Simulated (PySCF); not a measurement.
**Working out the ionisation energy of Al²⁺**

Al²⁺ [Ne] 3s1 (2S) → Al³⁺ [Ne] (1S). Computed with PySCF 2.14 in aug-cc-pCVTZ-DK with one added diffuse shell each of s, p, d, f type (9s8p6d4f, 91 functions), with scalar relativity by spin-free X2C-1e. Frozen: nothing. Energies in hartree (1 hartree = 27.21139 eV):

```tsv
part	Al²⁺ (lower)	Al³⁺ (upper)
UHF	-241.464210	-240.431983
CCSD correlation	-0.312421	-0.302600
(T)	-0.002086	-0.001843
```

Q: What does Hartree-Fock give?

A: (-240.431983) − (-241.464210) = 1.032227 hartree = 28.088 eV.

Q: What do CCSD and CCSD(T) give?

A: The CCSD correlation energies differ by 0.009821 hartree = 0.267 eV and the triples by 0.000243 hartree = 0.007 eV, so CCSD gives 28.355 eV and CCSD(T) 28.362 eV.

Measured between the centres of the two terms (NIST): 28.448 eV, so CCSD(T) (all electrons) is off by -0.086 eV.

What remains against the reference includes basis incompleteness and higher excitations.
